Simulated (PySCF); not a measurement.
C₅H₇F₂S (doublet state).
Geometry (GFN2-xTB, Å), atoms numbered from 1 in this order:
```xyz
15
C5H7F2S angstrom
C      0.4916    1.4878   -0.7323
C     -0.1303    0.3846   -0.2029
C     -1.4881    0.1683   -0.3944
C     -2.2427   -0.9796    0.1606
F     -3.1843   -1.4076   -0.7218
F     -2.9425   -0.6247    1.2821
S      0.7479   -0.8184    0.7677
C      2.4878   -0.3362    0.5787
H     -0.0775    2.1878   -1.3166
H      1.5321    1.7024   -0.5890
H     -2.0658    0.8860   -0.9551
H     -1.6097   -1.8385    0.4316
H      3.0547   -1.1128    1.0826
H      2.7512   -0.3104   -0.4741
H      2.6711    0.6192    1.0611
```

The hyperfine couplings belong to this conformer and change with its torsions.

As a line formula: `[CH2]/C(=C/C(F)F)SC` [radical].

Theory: UKS B3LYP, pcH-1 on C F H S, non-relativistic, mean-field spin-orbit, GIAO in PySCF. One conformer (not necessarily the lowest) at the GFN2-xTB geometry, without solvent, vibrations or thermal averaging. The geometry wasn't refined by DFT: couplings that depend on bond lengths, twists or pyramidal angles can differ widely from those at the functional's own minimum. Stability of the SCF solution: not tested. ⟨S²⟩ is 0.779 where a pure state has 0.75.

The largest Mulliken spin populations are on C3 (+0.67), C1 (+0.65) and C2 (-0.24). The positive populations add up to 1.36 and the negative ones to -0.36, together 2S = 1. The angles at C3 add up to 360.0°, so it is planar; its axial dipolar tensor and the negative coupling of its proton fit spin in a p orbital normal to that plane.

Problem. Test a(H) = Q·ρ(C) for the protons on planar carbons with a spin population beyond ±0.08.

Solution. 
```tsv
H	C	ρ(C)	a(H) (G)	a/ρ (G)
H9	C1	+0.649	-13.69	-21.1
H10	C1	+0.649	-14.54	-22.4
H11	C3	+0.673	-14.81	-22.0
```

A least-squares line through the origin gives Q = -21.8 G with Mulliken populations. In McConnell's picture π spin on carbon polarises the C–H bond and leaves opposite spin at the proton, which makes Q negative, as found here.

Couplings in gauss use g_iso = 2.0022.

The run took 94 s wall (grids of density and orbitals included) on one thread, Arm Neoverse V2 (aarch64), shared host with 96 logical CPUs at a one-minute load of 74, and the process peaked at 0.97 GiB of memory.
